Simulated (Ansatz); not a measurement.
Born–Oppenheimer molecular dynamics of H4OSn (6 atoms, charge 0, multiplicity 1). It starts from a relaxed structure.

These are results of RKS PBE/def2-SVP in Ansatz 0.2.0, not measurements.

| Item | Value |
| --- | --- |
| ensemble | NVE (Milne-controlled integrator) |
| time step | 0.25 fs |
| steps asked | 166 |
| starting velocities drawn for | 300 K |
| masses | H 10 u |
| seed | 776092 |

Frames 0.25 fs apart, positions in Å, forces in eV/Å.

Velocities at 27.5 fs (Å/ps):

```
Sn 0.01 -0.19 -0.05
O 0.72 -0.16 -2.20
H 3.71 -0.55 2.59
H -7.20 1.03 6.21
H 1.75 -0.24 -3.80
H 0.43 2.25 -0.88
```

```xyz
6
Properties=species:S:1:pos:R:3:forces:R:3 time_fs=27.5 energy_less_start_eV=0.080 T=145
Sn -0.047 -0.031 -0.070 0.21 0.15 0.34
O 0.069 -0.116 1.956 -0.13 0.04 0.00
H -0.753 -0.153 2.487 0.04 0.02 -0.42
H 1.671 0.096 -0.293 -0.21 -0.16 -0.17
H -0.806 1.407 -0.704 -0.04 -0.06 0.17
H -0.870 -1.418 -0.725 0.13 0.02 0.07
6
Properties=species:S:1:pos:R:3:forces:R:3 time_fs=27.75 energy_less_start_eV=0.080 T=145
Sn -0.047 -0.031 -0.070 0.19 0.16 0.34
O 0.069 -0.116 1.956 -0.13 0.04 0.01
H -0.752 -0.153 2.488 0.04 0.02 -0.42
H 1.669 0.096 -0.291 -0.19 -0.16 -0.17
H -0.806 1.407 -0.705 -0.04 -0.06 0.17
H -0.870 -1.417 -0.725 0.13 0.01 0.07
6
Properties=species:S:1:pos:R:3:forces:R:3 time_fs=28 energy_less_start_eV=0.081 T=144
Sn -0.047 -0.032 -0.070 0.17 0.16 0.33
O 0.069 -0.116 1.955 -0.13 0.04 0.02
H -0.752 -0.153 2.489 0.04 0.02 -0.42
H 1.667 0.097 -0.290 -0.16 -0.16 -0.18
H -0.805 1.407 -0.706 -0.04 -0.06 0.17
H -0.870 -1.417 -0.725 0.12 0.01 0.07
6
Properties=species:S:1:pos:R:3:forces:R:3 time_fs=28.25 energy_less_start_eV=0.081 T=143
Sn -0.047 -0.032 -0.070 0.15 0.17 0.33
O 0.070 -0.116 1.954 -0.13 0.04 0.03
H -0.751 -0.153 2.489 0.04 0.02 -0.42
H 1.665 0.097 -0.288 -0.14 -0.16 -0.18
H -0.805 1.407 -0.707 -0.04 -0.06 0.18
H -0.870 -1.416 -0.726 0.12 0.01 0.07
6
Properties=species:S:1:pos:R:3:forces:R:3 time_fs=28.5 energy_less_start_eV=0.082 T=142
Sn -0.047 -0.032 -0.070 0.13 0.17 0.33
O 0.070 -0.116 1.954 -0.13 0.03 0.04
H -0.750 -0.153 2.490 0.03 0.02 -0.42
H 1.663 0.097 -0.287 -0.11 -0.16 -0.19
H -0.804 1.407 -0.708 -0.04 -0.07 0.18
H -0.870 -1.416 -0.726 0.12 0.00 0.07
6
Properties=species:S:1:pos:R:3:forces:R:3 time_fs=28.75 energy_less_start_eV=0.082 T=141
Sn -0.047 -0.032 -0.070 0.11 0.18 0.32
O 0.070 -0.116 1.953 -0.13 0.03 0.05
H -0.749 -0.153 2.490 0.03 0.02 -0.42
H 1.661 0.097 -0.285 -0.09 -0.16 -0.19
H -0.804 1.407 -0.709 -0.04 -0.07 0.18
H -0.870 -1.415 -0.726 0.12 0.00 0.07
6
Properties=species:S:1:pos:R:3:forces:R:3 time_fs=29 energy_less_start_eV=0.083 T=140
Sn -0.047 -0.032 -0.070 0.09 0.18 0.32
O 0.070 -0.116 1.953 -0.13 0.03 0.06
H -0.748 -0.153 2.491 0.03 0.02 -0.42
H 1.659 0.097 -0.284 -0.06 -0.16 -0.20
H -0.803 1.407 -0.710 -0.04 -0.07 0.18
H -0.870 -1.415 -0.726 0.11 -0.01 0.06
6
Properties=species:S:1:pos:R:3:forces:R:3 time_fs=29.25 energy_less_start_eV=0.084 T=138
Sn -0.047 -0.032 -0.070 0.07 0.19 0.32
O 0.070 -0.116 1.952 -0.13 0.03 0.06
H -0.747 -0.153 2.491 0.02 0.02 -0.42
H 1.658 0.098 -0.282 -0.03 -0.15 -0.20
H -0.803 1.407 -0.710 -0.04 -0.07 0.18
H -0.869 -1.414 -0.726 0.11 -0.01 0.06
6
Properties=species:S:1:pos:R:3:forces:R:3 time_fs=29.5 energy_less_start_eV=0.084 T=137
Sn -0.047 -0.032 -0.070 0.04 0.19 0.31
O 0.070 -0.116 1.952 -0.12 0.03 0.07
H -0.746 -0.154 2.492 0.02 0.02 -0.42
H 1.656 0.098 -0.281 -0.01 -0.15 -0.21
H -0.803 1.407 -0.711 -0.04 -0.07 0.18
H -0.869 -1.413 -0.727 0.11 -0.02 0.06
6
Properties=species:S:1:pos:R:3:forces:R:3 time_fs=29.75 energy_less_start_eV=0.085 T=135
Sn -0.047 -0.032 -0.070 0.02 0.19 0.31
O 0.070 -0.116 1.951 -0.12 0.03 0.08
H -0.745 -0.154 2.492 0.01 0.02 -0.42
H 1.654 0.098 -0.279 0.02 -0.15 -0.21
H -0.802 1.406 -0.712 -0.04 -0.07 0.18
H -0.869 -1.413 -0.727 0.11 -0.02 0.06
6
Properties=species:S:1:pos:R:3:forces:R:3 time_fs=30 energy_less_start_eV=0.086 T=134
Sn -0.047 -0.032 -0.070 0.00 0.20 0.30
O 0.070 -0.116 1.951 -0.11 0.03 0.09
H -0.744 -0.154 2.493 0.01 0.02 -0.42
H 1.652 0.098 -0.278 0.04 -0.15 -0.22
H -0.802 1.406 -0.713 -0.04 -0.07 0.19
H -0.869 -1.412 -0.727 0.10 -0.03 0.06
6
Properties=species:S:1:pos:R:3:forces:R:3 time_fs=30.25 energy_less_start_eV=0.087 T=132
Sn -0.047 -0.032 -0.070 -0.02 0.20 0.30
O 0.071 -0.116 1.950 -0.11 0.03 0.09
H -0.743 -0.154 2.493 0.00 0.02 -0.41
H 1.650 0.098 -0.276 0.07 -0.15 -0.22
H -0.801 1.406 -0.714 -0.04 -0.07 0.19
H -0.869 -1.412 -0.727 0.10 -0.03 0.06
```

Of the whole run (42 fs, mean temperature of the second half 107 K): The conserved energy stayed within -0 meV per atom of its start (net change 0 meV per atom), so the integration is sound. A run of 0.042 ps of so small a system gives no equilibrium averages.

Time of the run: 2.9 min on 1 thread of Arm Neoverse V1, with other jobs on the host, peak memory 0.097 GiB.
